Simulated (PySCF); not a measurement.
Relaxation of singlet [In2F]+

Computed with PBE0/[F def2-TZVP, In def2-TZVP with ECP28], scalar-relativistic core potentials, density fitting, no spin–orbit coupling, PySCF. A (50,194) grid was used.

A hand-made bent start, of C2v symmetry, held to at least that symmetry:

Coordinates in bohr (charge 1 multiplicity 1):
```
F     0.0000    0.0000   -2.0210
In    3.1250    0.0000    0.1671
In   -3.1250    0.0000    0.1671
```

Task: What forces act on the atoms at the start (eV/Å)?

Result: 
| atom | Fx | Fy | Fz |
| --- | --- | --- | --- |
| F1 | 0.00 | 0.00 | -1.98 |
| In2 | 2.40 | 0.00 | 0.99 |
| In3 | -2.40 | 0.00 | 0.99 |

Task: What does it relax to?

Result: It ends at D∞h with F–In 2.198 Å (×2); In–F–In 180.0° (after a last refinement on a finer grid). A frequency run shows a minimum. Other isomers or separated fragments may lie lower.

Task: How much energy is released, and in how many steps?

Result: 86.6 kJ/mol in 12 steps.

The relaxation took of the order of 90 core-seconds on a shared host.
